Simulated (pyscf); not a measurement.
# F–ZrH(F)–F, singlet

Gas-phase minimum from PySCF at ωB97X-D3(BJ)/def2-SVP, one conformer. 

SMILES: [F][ZrH]([F])[F]
```xyz
5

F      0.4717     0.3725     0.4408
Zr    -1.1398    -0.5159    -0.0116
F     -0.8040    -2.1831    -0.8472
F     -2.2774     0.5787    -1.0600
H     -2.0313    -0.8678     1.5676
```
Charge 0, spin multiplicity 1.

Bond lengths (Å): F1–Zr2 1.895, Zr2–F3 1.895, Zr2–F4 1.895, Zr2–H5 1.847. Angles (°): F1–Zr2–F3 111.5, F1–Zr2–F4 111.8, F1–Zr2–H5 107.2, F3–Zr2–F4 111.8, F3–Zr2–H5 107.2, F4–Zr2–H5 107.1.

Properties at ωB97X-D3(BJ)/def2-SVP:

Harmonic wavenumbers, unscaled: 159, 160, 163, 504, 505, 695, 724, 724, 1769 cm⁻¹
Zero-point energy: 7.7 kcal/mol
Rotational symmetry number: 3
Entropy of this conformer at 298 K and 1 atm, rigid rotor and harmonic oscillator, modes under 100 cm⁻¹ raised to 100: 312.3 J/(mol K)
Dipole moment: 0.08 D

Single-point totals, which compare only within one level:

```
level                   total energy (hartree)
----------------------  ----------------------
ωB97X-D3(BJ)/def2-TZVP              -347.60029
PBE/def2-TZVP                       -347.29647
r²SCAN/def2-TZVP                    -347.46744
B3LYP-D3(BJ)/def2-TZVP              -347.58870
PBE0-D3(BJ)/def2-TZVP               -347.26162
M06-2X/def2-TZVP                    -347.34879
ωB97M-D3(BJ)/def2-TZVP              -347.56849
```

Elements past Kr carry the def2 core potentials, without spin-orbit coupling.
